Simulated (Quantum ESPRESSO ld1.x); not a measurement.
Results of a calculation; reference values are marked as such.
Task: Coherent X-ray form factor from a spherical all-electron density. Code: ld1.x of Quantum ESPRESSO 7.5. Model: Dirac Kohn-Sham, PBE, spin-unpolarised, spherical densities, point nucleus.

sin(theta)/lambda (1/angstrom),f0 (electrons)
0.05,55.417
0.1,52.052
0.15,48.541
0.2,45.225
0.25,42.106
0.3,39.242
0.4,34.408
0.5,30.520
0.6,27.230
0.8,22.041
1,18.565
1.25,15.727
1.5,13.477
2,9.550

The species is in the configuration that NIST lists as its ground one. Which atom or ion scatters so?

Result: Neutral lanthanum, [Xe] 5d1 6s2. Extrapolating in s^2 from the first two rows gives f0(0) = 56.5, near the electron count 57; among species with that count, the fall with angle is slower the higher Z, and the table is that of Z = 57; from so few rows the species is fixed only to a neighbour or two.
